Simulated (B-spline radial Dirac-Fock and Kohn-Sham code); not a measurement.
Calculated with an atomic code on a B-spline grid, using Dirac-Fock densities.

**Question.** This computed X-ray form factor belongs to an atom or ion in its tabulated ground configuration. Which?

```tsv
sin θ/λ (Å⁻¹)	f₀
0.1	33.768
0.16	33.412
0.3	32.021
0.36	31.224
0.58	27.670
0.95	21.442
1.11	19.170
1.31	16.752
1.54	14.427
```

**Answer.** Sm²⁸⁺, with 34 electrons in [Ar] 3d10 4s2 4p4. f₀ tends to the number of electrons as s goes to zero, which the first rows give only roughly, and the rate of fall reflects the nuclear charge, 62.

**Question.** This computed X-ray form factor belongs to an atom or ion in its tabulated ground configuration. Which?

```csv
sin θ/λ (Å⁻¹),f₀
0.1,45.650
0.35,32.333
0.45,27.920
0.7,20.810
0.9,17.649
1,16.387
1.2,14.063
4,3.564
5,2.508
```

**Answer.** Sn²⁺, with 48 electrons in [Kr] 4d10 5s2. f₀ tends to the number of electrons as s goes to zero, which the first rows give only roughly, and the rate of fall reflects the nuclear charge, 50.
